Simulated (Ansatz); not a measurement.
H4NSSi, SMILES `[SiH3][N+]S` (lower singlet; Si–N–S–H torsion 0°) (charge 1, multiplicity 1). This singlet lies 0.89 eV below the relaxed triplet at the level frozen-core CCSD(T)/cc-pVTZ // B3LYP-D3(BJ)/def2-TZVP (Ansatz, a first-principles code).

Cartesian coordinates (Å):
```xyz
7

Si    -0.9782     0.0023     0.0816
N      0.6469    -0.7987     0.2292
S      2.0829    -0.4380    -0.0198
H     -1.4491    -0.0876     1.4739
H     -1.6461    -0.9159    -0.8559
H     -0.7488     1.3667    -0.4228
H      2.0923     0.8712    -0.4862
```
Charge +1, spin multiplicity 1.

The restricted HF start is unstable towards unrestricted orbitals.

Give the natural occupations of the active orbitals, the CASSCF energy and the corrected energy for frozen-core fic-MRCISD+Q@CASSCF(2e,2o)/cc-pVTZ // B3LYP-D3(BJ)/def2-TZVP (Ansatz).


The natural occupations comes out as 1.88, 0.12 and the CASSCF energy is -742.9934 Ha. The corrected energy is -743.4941 Ha and the weight of the reference is 0.869.
